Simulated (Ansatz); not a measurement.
Computed with Ansatz on PBE0-D4/def2-TZVP structures; ΔE is electronic, products minus reactants. CCSD(T)/CBS adds triple-zeta CCSD(T) − MP2 to the extrapolated MP2 energy (def2 sets, frozen cores). This one scheme is used for every species. DFT in def2-TZVPP. Each species was taken in one conformer, which may not be the lowest.

Consider the ligand exchange at a B–C bond: `BC[SiH](F)Cl` + CH₃OH → `BOC` + `C[SiH](F)Cl`.

| level | ΔE (eV) |
| --- | --- |
| revPBE-D4 | -1.37 |
| ωB97M-V | -1.42 |
| MP2/def2-TZVPP | -1.42 |
| SCS-MP2/def2-QZVPP | -1.43 |

Q: What does CCSD(T)/CBS give? (Best estimate.)

A: Ansatz gave: -1.41 eV. The listed levels differ from it by 0.04, -0.01, -0.01, -0.02 eV.

Q: What do rigid-rotor, harmonic-oscillator terms from PBE0-D4/def2-TZVP frequencies (298.15 K, 1 bar) make of the CCSD(T)/CBS value? (Best estimate.)

A: The calculation gave: ΔZPE = +0.03 eV, ΔH = -1.39 eV, ΔS = -7 J/(mol·K), ΔG = -1.37 eV.

Largest T1 diagnostic among the species: 0.014.

At CCSD(T), def2-SVP lies −0.20 eV from the extrapolated value and def2-TZVPP −0.02 eV. In def2-TZVPP, CCSD(T) changes the Hartree–Fock value by +0.05 eV (the triples alone add −0.00 eV) and MP2 by +0.06 eV. Leaving LDA and LC-ωPBE aside and taking each functional with its dispersion term where it has one, the values, not all of them listed here, spread over 0.13 eV, from CAM-B3LYP-D4 to revPBE-D4. LDA lies −0.05 eV from PBE without D4.
